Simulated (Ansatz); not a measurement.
Reaction (ligand exchange at the Si–O bond): `F[SiH2]O[SiH2]F` + `N[SiH3]` → `F[SiH2]N[SiH3]` + `O[SiH2]F`

Isolated molecules relaxed with PBE0-D4/def2-TZVP in Ansatz; ΔE leaves out vibrations. CCSD(T)/CBS is the MP2 limit (def2-TZVPP, def2-QZVPP) plus CCSD(T) − MP2 in def2-TZVPP, frozen cores. This one scheme is used for every species. Functionals use def2-TZVPP. One conformer a species, not always the lowest.

(1) Is it downhill or uphill in electronic energy at CCSD(T)/CBS, and by how much? (An estimate is asked.)

(2) What do these levels give: LDA (SPW92), PBE-D4, B2PLYP, PBE-QIDH, CCSD(T)/def2-SVP, SCS-MP2/def2-TZVPP? (Best estimate.)

Largest T1 diagnostic among the species: 0.012.

Answers

(1) The calculation gave: Uphill: ΔE = +45.7 kJ/mol.

(2) Ansatz gave: LDA (SPW92) 36.0, PBE-D4 38.0, B2PLYP 48.6, PBE-QIDH 44.5, CCSD(T)/def2-SVP 40.5, SCS-MP2/def2-TZVPP 48.1 kJ/mol.

At CCSD(T), def2-SVP lies −5.2 kJ/mol from the extrapolated value and def2-TZVPP −0.3 kJ/mol. In def2-TZVPP, CCSD(T) changes the Hartree–Fock value by −15.9 kJ/mol (the triples alone add −2.6 kJ/mol) and MP2 by −16.4 kJ/mol. From PBE to PBE0 (25 % exact exchange), in def2-TZVPP and without D4, ΔE moves by +3.4 kJ/mol.
